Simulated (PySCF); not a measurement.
Ground-state electric properties of a mixed set of molecules.

All values: CAM-B3LYP/def2-SVPD (PySCF) at PBE0-D3(BJ)/def2-SVP geometries, gas phase, one conformer each. Core orbitals are frozen in the response; Δα² is half the sum of the squared differences of the principal polarisabilities. The calculation is non-relativistic, for gallium, germanium and arsenic too.

Question: Rank by polarisability anisotropy Δα, highest first.
A. `[AsH3+:1][BH2-:2][c:3]1[cH:4][cH:5][cH:6][cH:7][cH:8]1` with As1–B2–C3–C4 -2°
B. Si(OH)2H2, `[H][Si]([H])(O)O`
C. `C[N+](C)(C)[GaH3-]`
D. `[CH3:1][CH2:2][CH:3]([F:4])[CH2:5][CH3:6]` with C1–C2–C3–F4 -59°, C2–C3–C5–C6 179°
E. `[CH3:1][CH:2]([CH3:3])[C@@H:4]([CH3:5])[F:6]` with C1–C2–C4–C5 176°
F. `[CH3:1][C:2]([OH:3])=[S:4]` with C1–C2–O3–H 180°

Answer: A (9.57 Å³), F (3.54 Å³), D (2.24 Å³), E (1.41 Å³), C (0.65 Å³), B (0.26 Å³).

Question: Rank by HOMO–LUMO gap, lowest first.
A. `CCC(C)(C)F`
B. `C[N+](C)(C)[GaH3-]`
C. `CC(O)=S`
D. `CCN(C)CCN`
E. `[AsH3+][BH2-]c1ccccc1`
F. `O[SiH2]O`

Answer: C (7.67 eV), E (8.19 eV), D (8.97 eV), B (9.62 eV), F (10.99 eV), A (11.63 eV).

Question: Rank by dipole moment, highest first.
A. `C[N+](C)(C)[GaH3-]`
B. Si(OH)2H2, `[SiH2](O)O`
C. `[CH:1]#[C:2][GeH2:3][SH:4]` with C2–Ge3–S4–H -57°
D. `[CH3:1][B:2]([OH:3])[OH:4]` with C1–B2–O3–H -2°, C1–B2–O4–H 2°
E. `[CH3:1][CH:2]([CH3:3])[C@@H:4]([CH3:5])[F:6]` with C1–C2–C4–C5 176°
F. `[AsH3+:1][BH2-:2][c:3]1[cH:4][cH:5][cH:6][cH:7][cH:8]1` with As1–B2–C3–C4 -2°

Answer: A (4.68 D), F (3.96 D), D (2.84 D), B (2.64 D), E (1.88 D), C (1.40 D).

All values together:

```json
{"SMILES": "CB(O)O", "formula": "CH5BO2", "μ (D)": "2.84", "HOMO (eV)": "-10.54", "LUMO (eV)": "0.47", "α (Å³)": "5.32", "Δα (Å³)": "1.30", "electrons": "32", "α per electron (Å³)": "0.166", "ΔSCF removal energy (eV)": "11.65"}
{"SMILES": "CCC(F)CC", "formula": "C5H11F", "μ (D)": "1.84", "HOMO (eV)": "-10.47", "LUMO (eV)": "1.40", "α (Å³)": "9.50", "Δα (Å³)": "2.24", "electrons": "50", "α per electron (Å³)": "0.190", "ΔSCF removal energy (eV)": "11.26"}
{"SMILES": "[AsH3+][BH2-]c1ccccc1", "formula": "C6H10AsB", "μ (D)": "3.96", "HOMO (eV)": "-7.72", "LUMO (eV)": "0.47", "α (Å³)": "17.48", "Δα (Å³)": "9.57", "electrons": "84", "α per electron (Å³)": "0.208", "ΔSCF removal energy (eV)": "8.31"}
{"SMILES": "[H][Si]([H])(O)O", "formula": "H4O2Si", "μ (D)": "2.64", "HOMO (eV)": "-10.40", "LUMO (eV)": "0.59", "α (Å³)": "5.23", "Δα (Å³)": "0.26", "electrons": "34", "α per electron (Å³)": "0.154", "ΔSCF removal energy (eV)": "–"}
{"SMILES": "CC(O)=S", "formula": "C2H4OS", "μ (D)": "1.93", "HOMO (eV)": "-8.17", "LUMO (eV)": "-0.50", "α (Å³)": "7.81", "Δα (Å³)": "3.54", "electrons": "40", "α per electron (Å³)": "0.195", "ΔSCF removal energy (eV)": "9.19"}
{"SMILES": "CCN(C)CCN", "formula": "C5H14N2", "μ (D)": "2.01", "HOMO (eV)": "-7.67", "LUMO (eV)": "1.30", "α (Å³)": "12.11", "Δα (Å³)": "1.96", "electrons": "58", "α per electron (Å³)": "0.209", "ΔSCF removal energy (eV)": "8.30"}
{"SMILES": "C#[C][GeH2][SH]", "formula": "C2H4GeS", "μ (D)": "1.40", "HOMO (eV)": "-8.78", "LUMO (eV)": "0.27", "α (Å³)": "10.98", "Δα (Å³)": "4.45", "electrons": "64", "α per electron (Å³)": "0.172", "ΔSCF removal energy (eV)": "9.72"}
{"SMILES": "C[N+](C)(C)[GaH3-]", "formula": "C3H12GaN", "μ (D)": "4.68", "HOMO (eV)": "-8.83", "LUMO (eV)": "0.79", "α (Å³)": "11.97", "Δα (Å³)": "0.65", "electrons": "68", "α per electron (Å³)": "0.176", "ΔSCF removal energy (eV)": "9.81"}
{"SMILES": "CCC(C)(C)F", "formula": "C5H11F", "μ (D)": "1.92", "HOMO (eV)": "-10.39", "LUMO (eV)": "1.25", "α (Å³)": "9.40", "Δα (Å³)": "1.40", "electrons": "50", "α per electron (Å³)": "0.188", "ΔSCF removal energy (eV)": "11.18"}
{"SMILES": "CC(C)[C@@H](C)F", "formula": "C5H11F", "μ (D)": "1.88", "HOMO (eV)": "-10.33", "LUMO (eV)": "1.29", "α (Å³)": "9.41", "Δα (Å³)": "1.41", "electrons": "50", "α per electron (Å³)": "0.188", "ΔSCF removal energy (eV)": "11.16"}
```

Conformers: `[CH3:1][B:2]([OH:3])[OH:4]` with C1–B2–O3–H -2°, C1–B2–O4–H 2°; `[CH3:1][CH2:2][CH:3]([F:4])[CH2:5][CH3:6]` with C1–C2–C3–F4 -59°, C2–C3–C5–C6 179°; `[AsH3+:1][BH2-:2][c:3]1[cH:4][cH:5][cH:6][cH:7][cH:8]1` with As1–B2–C3–C4 -2°; `[H][Si]([H])(O)O`; `[CH3:1][C:2]([OH:3])=[S:4]` with C1–C2–O3–H 180°; `[CH3:1][CH2:2][N:3]([CH3:4])[CH2:5][CH2:6][NH2:7]` with C1–C2–N3–C4 -67°, C2–N3–C5–C6 -156°, N3–C5–C6–N7 56°, C5–C6–N7–H 66° and -47°; `[CH:1]#[C:2][GeH2:3][SH:4]` with C2–Ge3–S4–H -57°; `[CH3:1][CH2:2][C:3]([CH3:4])([CH3:5])[F:6]` with C1–C2–C3–C4 174°; `[CH3:1][CH:2]([CH3:3])[C@@H:4]([CH3:5])[F:6]` with C1–C2–C4–C5 176°.

A dash marks a removal energy that wasn't run or isn't settled.

Q: By how much does the ΔSCF value exceed −ε(HOMO) over the species that have both?

A: By 0.58 to 1.11 eV, 0.85 eV on average, over 9 species.
